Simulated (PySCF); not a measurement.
CH10GeSi2, SMILES C[SiH2][SiH2][GeH3], singlet (PBE0/def2-SVP optimised geometry):

```
14

Si    -0.824     1.372     0.000
C      1.062     1.372     0.000
Si    -1.673     0.232     1.872
Ge    -0.952    -2.045     1.886
H     -1.344     2.777     0.000
H     -1.344     0.696    -1.232
H      1.452     1.874     0.898
H      1.457     0.344    -0.017
H      1.448     1.902    -0.884
H     -1.197     0.889     3.132
H     -3.170     0.263     1.873
H     -1.474    -2.794     3.127
H      0.589    -2.120     1.893
H     -1.457    -2.777     0.627
```

Computed with PBE0/def2-TZVP (PySCF 2.14.0).

### Question
What are the frontier orbital energies and the dipole moment?

### Answer
HOMO-2 -9.18 eV, HOMO-1 -8.44 eV, HOMO -7.74 eV, LUMO -0.17 eV, LUMO+1 0.19 eV; dipole moment 0.88 D.

Meta-Löwdin charges at PBE0/def2-TZVP: Si1 0.39, C2 -0.58, Si3 0.11, Ge4 0.11, H5 -0.08, H6 -0.09, H7 0.13, H8 0.13, H9 0.13, H10 -0.06, H11 -0.06, H12 -0.04, H13 -0.05, H14 -0.04.
